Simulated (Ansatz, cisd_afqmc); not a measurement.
Species: SiH3I, charge 0, singlet. SiH3I (SMILES [SiH3]I).
B3LYP-D3(BJ)/def2-TZVP minimum from Ansatz (a quantum-chemistry and plane-wave program):
```
Si
H 1 1.4759
H 1 1.4759 2 110.55
H 1 1.4759 2 110.55 3 122.76
I 1 2.4592 2 108.36 3 -118.62
```
Charge 0, spin multiplicity 1.

Total energies in def2-SVP, 14 correlated electrons, 14 frozen orbitals. UHF or UKS for unpaired electrons; spin-orbit terms are left out. Cores are frozen in correlated methods (noble-gas shells, and filled d and f shells in the p block). Past Kr the def2 sets carry scalar-relativistic core potentials. AFQMC is phaseless with a CISD trial state; ± is one standard error, without the phaseless bias. Outlying blocks are dropped, and bars are widened where a walk drifts. Over all cases where full CI ran beside it in this data, AFQMC minus full CI had a median of +0.1 mEh and passed +0.4 mEh in a tenth of the cases. Spin-orbit terms, left out, reach several kcal/mol for Br and I, and more for heavier atoms.

| method | program | energy (Eh) | minus CCSDTQ (mEh) |
|---|---|---|---|
| HF | Ansatz | -587.27079 | 240.09 |
| MP2 | Ansatz | -587.47223 | 38.65 |
| CCSD | Ansatz | -587.50484 | 6.04 |
| CCSD(T) | Ansatz | -587.50982 | 1.05 |
| CCSDT(Q) | Ansatz | -587.51087 | 0.01 |
| CCSDTQ | Ansatz | -587.51088 | 0.00 |
| AFQMC/CISD | cisd_afqmc | -587.5109 ± 0.0003 | 0.0 ± 0.3 |

Rough core times of Ansatz's runs on a shared machine: CCSD(T) under 20 s, CCSDT(Q) 50 s, CCSDTQ 40 min.
